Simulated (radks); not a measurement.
Fractional charge and spin in the 4s shell of krypton: the spin-up occupation runs from 0 to 1 and the spin-down occupation from 0 to 1; the fullest corner is Kr+, [Ar] 3d10 4p(up 2.5, down 2.5) 4s(up 1, down 1). Method: scalar-relativistic Kohn-Sham, r2SCAN, spin-polarised, spherical densities, finite nucleus; meta-GGA in the generalised Kohn-Sham scheme; Fermi nuclear charge, rms radius of each element as measured or else 0.836 A^(1/3) + 0.57 fm; computed with a radial shooting solver on a logarithmic mesh with Libxc functionals. Energy (eV) above the fullest corner. The planes named below are the two flat planes that join the four corners, with an edge along up + down = one added electron.

\begin{tabular}{lrrrrr}
down \ up & 0 & 0.25 & 0.5 & 0.75 & 1 \\ \hline
0 & 95.761 & 80.821 & 66.682 & 53.344 & 40.801 \\
0.25 & 80.821 & 66.808 & 53.583 & 41.145 & 29.488 \\
0.5 & 66.682 & 53.583 & 41.259 & 29.706 & 18.920 \\
0.75 & 53.344 & 41.145 & 29.706 & 19.024 & 9.093 \\
1 & 40.801 & 29.488 & 18.920 & 9.093 & 0.000 \\
\end{tabular}

Corners above the fullest one (they belong to Kr2+ and the next ion): (up 1, down 0) 40.801 eV, (up 0, down 1) 40.801 eV, (up 0, down 0) 95.761 eV. With half an added electron in each spin the energy lies 0.458 eV from the planes, and with half an added electron in spin up alone -1.598 eV. The planes are only a guide here: the flat-plane condition holds for ground states with one frontier orbital, while this shell lies below other occupied shells, so the corners above the fullest one are inner-hole states and not the ground states of those ions.
